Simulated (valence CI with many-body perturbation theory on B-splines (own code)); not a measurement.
Cd26+: M1 decay

Method: valence CI with perturbative core correlation (CI+MBPT): four valence electrons over a frozen Dirac-Fock core [Ar], radial functions for each j: 7 s, 7 p, 8 d, 6 f, 4 g, 1 h, with the one-electron correlation potential Σ1, the two-electron term Σ2, the three-electron term Σ3, Breit, model QED; selected CI, second order for the rest, scaled by the run's own slope (own B-spline code, finite nucleus).

The last digits are not significant, and no measured levels were compared; by estimate large intervals hold to a few tenths of a per cent, small ones and those within an open d or f shell to about a per cent. Only levels of the ground parity were solved; by the run's estimate the other parity begins above the list, which can be wrong where configurations are misplaced.

Lines 51 to 100 of 120 in falling wavelength, among levels below 566700 cm⁻¹, chosen from the decays that carry over 1 % of a level's rate. Wavelengths and rates use the calculated energies. S is in atomic units (e²a₀⁴ for E2 and M2, e²a₀⁶ for E3), for M1 in squared Bohr magnetons. Weak lines are less certain than strong ones. Lines between different terms over intervals too small for the method are left out, as are lines whose strength nearly cancels.

Names give the largest LS component (configuration and term), which can be under half, so a name can repeat, a term be missing and a line seem to break the LS rules; names also repeat where a configuration has a term twice. Letters in brackets count levels of one name in rising energy.

```
λ vac (nm)         Upper         Lower  Type   A (s⁻¹)  S (a.u.)
     122.7      3d4 3D_1  3d4 3P_1 [a]    M1  3.52e+03  7.24e-01
     117.9  3d4 5D_0 [b]      3d4 5D_1    M1  1.77e+04  1.08e+00
     117.4      3d4 1I_6      3d4 3H_5    M1  3.11e+03  2.43e+00
     116.1  3d4 3P_2 [b]      3d4 3D_2    M1  2.25e+03  6.54e-01
     112.4      3d4 3D_1  3d4 3F_2 [a]    M1  3.55e+03  5.61e-01
     111.3      3d4 1F_3      3d4 3D_3    M1  2.37e+03  8.50e-01
     110.9      3d4 3G_3      3d4 5D_2    M1  1.96e+03  6.94e-01
     106.2  3d4 3F_2 [a]      3d4 5D_2    M1  3.07e+03  6.81e-01
     105.9  3d4 3F_4 [c]      3d4 3G_5    M1  1.99e+03  7.88e-01
     102.3      3d4 1F_3      3d4 3D_2    M1  1.71e+03  4.76e-01
     98.36  3d4 3P_1 [a]      3d4 5D_2    M1  1.02e+04  1.08e+00
     98.28      3d4 3G_4      3d4 5D_4    M1  1.97e+01  6.23e-03
     96.57      3d4 1F_3      3d4 3G_4    M1  1.44e+03  3.36e-01
     95.11  3d4 3P_2 [c]      3d4 3D_3    M1  2.05e+02  3.28e-02
     94.65      3d4 3G_5      3d4 3H_4    M1  3.47e+02  1.20e-01
     92.58  3d4 3F_4 [c]  3d4 3F_3 [a]    M1  5.81e+03  1.54e+00
     91.80  3d4 1S_0 [a]  3d4 3P_1 [a]    M1  1.46e+04  4.19e-01
     91.66      3d4 3G_4      3d4 5D_3    M1  3.32e+01  8.54e-03
     88.78  3d4 3F_4 [b]      3d4 3H_5    M1  6.82e+02  1.59e-01
     87.77  3d4 3F_3 [b]  3d4 3P_2 [a]    M1  1.03e+03  1.80e-01
     87.01      3d4 3D_2      3d4 5D_3    M1  4.05e+02  4.94e-02
     86.58      3d4 3D_3      3d4 5D_4    M1  4.06e+03  6.84e-01
     86.05  3d4 3F_4 [a]      3d4 5D_4    M1  1.51e+03  3.22e-01
     85.61  3d4 3P_2 [b]  3d4 3P_1 [a]    M1  1.63e+03  1.90e-01
     83.79  3d4 3F_2 [a]      3d4 5D_1    M1  4.75e+03  5.18e-01
     82.44  3d4 3F_4 [b]      3d4 3G_3    M1  9.73e+02  1.82e-01
     81.40      3d4 3D_3      3d4 5D_3    M1  1.67e+02  2.34e-02
     81.00      3d4 3D_1  3d4 5D_0 [b]    M1  6.78e+03  4.01e-01
     80.93  3d4 3F_4 [a]      3d4 5D_3    M1  2.36e+03  4.18e-01
     80.92  3d4 3F_3 [b]  3d4 3F_3 [a]    M1  3.00e+02  4.12e-02
     80.71  3d4 3F_2 [b]  3d4 3F_3 [a]    M1  3.64e+03  3.55e-01
     80.46  3d4 3P_2 [b]  3d4 3F_2 [a]    M1  4.58e+02  4.42e-02
     78.46  3d4 3F_4 [c]  3d4 3F_4 [a]    M1  9.36e+03  1.51e+00
     77.92  3d4 3P_2 [b]      3d4 3G_3    M1  2.51e+03  2.20e-01
     75.57      3d4 3D_2      3d4 5D_2    M1  2.18e+01  1.74e-03
     73.72  3d4 3F_3 [a]      3d4 5D_4    M1  1.63e+02  1.69e-02
     71.47      3d4 1F_3      3d4 3G_3    M1  1.50e+03  1.42e-01
     71.30      3d4 3D_3      3d4 5D_2    M1  1.71e+02  1.61e-02
     70.47  3d4 3F_4 [c]      3d4 3G_4    M1  2.42e+03  2.82e-01
     69.93  3d4 3F_3 [a]      3d4 5D_3    M1  2.31e+03  2.05e-01
     69.93  3d4 3F_3 [b]  3d4 3F_4 [a]    M1  1.15e+03  1.02e-01
     69.86  3d4 3F_4 [b]      3d4 3H_4    M1  1.07e+03  1.21e-01
     69.58  3d4 3P_2 [c]  3d4 3P_1 [a]    M1  1.97e+03  1.23e-01
     67.03      3d4 3G_5      3d4 5D_4    M1  3.24e+02  3.98e-02
     66.13  3d4 3P_2 [c]  3d4 3F_2 [a]    M1  1.14e+02  6.13e-03
     65.52  3d4 3P_2 [a]      3d4 5D_3    M1  1.13e+04  5.87e-01
     64.41  3d4 3P_2 [c]      3d4 3G_3    M1  2.38e+03  1.18e-01
     63.51  3d4 3F_3 [b]      3d4 3G_4    M1  8.56e+01  5.69e-03
     63.50      3d4 3D_2      3d4 5D_1    M1  9.20e+02  4.37e-02
     62.35  3d4 3F_3 [a]      3d4 5D_2    M1  3.10e+03  1.95e-01
```
